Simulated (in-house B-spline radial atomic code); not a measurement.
Settings and results of a run for neutral tellurium (an excited or competing configuration). Computed with an all-electron radial atomic-structure program (B-spline basis): scalar-relativistic (X2C) CAM-B3LYP, spin-polarised, spherical fractional occupations, exact exchange averaged over the configuration, Fermi nucleus of rms radius 4.7423 fm.

Command:
```bash
python run_scf.py task.json out
```
Settings (nuclear radius in fm, mass in u):
```
Z                52
configuration    [Kr] 4d10 5s1 5p4 5d1
hamiltonian      x2c
method           camb3lyp
spin_polarised   True
nucleus          fermi
rms_radius       4.7423
atomic_mass      129.90622
speed_of_light   137.035999084
exact_exchange   averaged over the configuration
```

Output (hartree, bohr):
```
 radial grid: 89 intervals, B-splines of order 8, outer radius 85 bohr

 iter        energy (Eh)    residual
    1       -6790.472587    4.58e-01
    2       -6791.523449    2.34e-01
    3       -6793.521470    2.22e-02
    4       -6793.557023    5.16e-03
    5       -6793.559416    2.58e-03
    6       -6793.559870    9.14e-04
    7       -6793.559936    1.70e-04
    8       -6793.559940    8.70e-05
    9       -6793.559940    1.62e-05
   10       -6793.559940    1.85e-06
   11       -6793.559940    9.41e-08

 total energy                     -6793.55994
 kinetic                            7185.5655
 electron-nucleus                 -16495.9275
 Hartree                            2694.4964
 exact exchange                      -37.3113
 exchange-correlation               -140.3830

 orbital      occ     eigenvalue          <r>       <r^2>       <1/r>       r_max
 1s up      1.000     -1163.3181    0.0272097  0.00101321     58.2944     0.01722
 1s down    1.000     -1163.3124    0.0272097  0.00101321     58.2944     0.01722
 2s up      1.000      -179.3353     0.119296   0.0168466      13.257      0.1012
 2s down    1.000      -179.3317     0.119297   0.0168466     13.2569      0.1012
 2p up      3.000      -161.1013     0.104461   0.0133372     12.2491      0.0809
 2p down    3.000      -161.0973     0.104462   0.0133374      12.249     0.08091
 3s up      1.000       -36.2143     0.321654    0.118402      4.6668      0.2927
 3s down    1.000       -36.2080     0.321659    0.118403     4.66652      0.2927
 3p up      3.000       -30.2449     0.319753    0.118697     4.35027      0.2862
 3p down    3.000       -30.2391      0.31975    0.118692      4.3502      0.2862
 3d up      5.000       -21.1604     0.296664    0.104236     4.09013      0.2378
 3d down    5.000       -21.1560     0.296644    0.104219     4.09032      0.2378
 4s up      1.000        -6.5283     0.764887    0.661448     1.84563      0.7011
 4s down    1.000        -6.5133     0.765203    0.661821     1.84405      0.7016
 4p up      3.000        -4.6562     0.821268    0.769499     1.66768      0.7378
 4p down    3.000        -4.6427     0.820568     0.76766     1.66813      0.7382
 4d up      5.000        -1.8961     0.972223     1.11104     1.36711       0.811
 4d down    5.000        -1.8785     0.964865     1.09122     1.37488      0.8104
 5s up      1.000        -0.8810      2.03961     4.70278     0.63859       1.781
 5p up      3.000        -0.4727      2.45233     6.86933    0.524308       2.079
 5p down    1.000        -0.3828      2.55885     7.55272    0.504977       2.106
 5d up      1.000        -0.0580      6.32527     49.6889    0.211517       4.287
```

Cost of the run: 3.2 s on 1 thread of Intel(R) Xeon(R) 6975P-C, on a shared host.

One-electron X2C: radii and densities carry no picture-change correction, so inner-shell <1/r> comes out high (for 1s by about 2 % at Z = 33, 5 % at 54, 10 % at 75, 30 % at 118) and <r> low.
